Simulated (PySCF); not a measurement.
C₂H₅BrSn, SMILES [SnH2]([CH]=C)[Br].

Geometry: PBE-D3(BJ)/def2-SVP. The structure was generated by enumeration; whether it is a known compound was not checked. The def2 effective core potentials stand for the cores of Sn; spin–orbit coupling is left out. The values are those of a single conformer.

Level of theory: PySCF with PBE-D3(BJ)/def2-SVP.

Frequencies are harmonic and unscaled.

Computed harmonic wavenumbers and intensities:
| mode | ν (cm⁻¹) | IR (km/mol) | moving atoms (share of kinetic energy) |
|---|---|---|---|
| 1 | 50 | 0.1 | C 49 %, H 24 %, Br 14 %, Sn 13 % |
| 2 | 101 | 0.9 | C 42 %, H 36 %, Sn 12 %, Br 11 % |
| 3 | 213 | 1.3 | C 51 %, H 39 % |
| 4 | 246 | 22.7 | Br 55 %, Sn 39 % |
| 5 | 376 | 21.0 | H 72 %, C 20 % |
| 6 | 452 | 19.7 | H 77 %, C 21 % |
| 7 | 493 | 23.5 | H 60 %, C 33 % |
| 8 | 542 | 23.9 | H 58 %, C 38 % |
| 9 | 609 | 177.5 | H 91 % |
| 10 | 666 | 90.6 | H 99 % |
| 11 | 939 | 27.1 | H 72 %, C 28 % |
| 12 | 957 | 7.5 | H 86 %, C 14 % |
| 13 | 988 | 12.9 | H 94 % |
| 14 | 1201 | 13.7 | H 74 %, C 26 % |
| 15 | 1364 | 10.0 | H 85 %, C 15 % |
| 16 | 1609 | 1.8 | C 86 %, H 14 % |
| 17 | 1848 | 108.5 | H 99 % |
| 18 | 1868 | 153.4 | H 99 % |
| 19 | 3043 | 11.4 | H 95 % |
| 20 | 3094 | 2.5 | H 91 %, C 9 % |
| 21 | 3133 | 5.3 | H 89 %, C 11 % |
